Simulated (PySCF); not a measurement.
H4N, SMILES [NH4+], charge +1. The structure is a stationary point at r2SCAN-D4/def2-TZVPD. The isomer is the one that the SMILES or the coordinates give; other isomers of the formula were not compared.

PySCF 2.14.0 with TDDFT-ωB97X/def2-TZVPD puts the lowest singlet excitations at 15.38, 15.38, 15.38, 17.34, 17.34, 17.34 eV and the lowest triplet (TDA) at 14.66 eV.

Task: What are the lowest singlet roots from EOM-CCSD/aug-cc-pVDZ in PySCF? (Estimate from the structure and the level; the computed values follow.)

Result: 15.56, 15.56, 15.56, 17.65, 17.65, 17.65 eV; triplets 14.48, 14.48, 14.48 eV. S1 differs by 0.18 eV (second minus first; roots are paired by order, and the bases may differ).
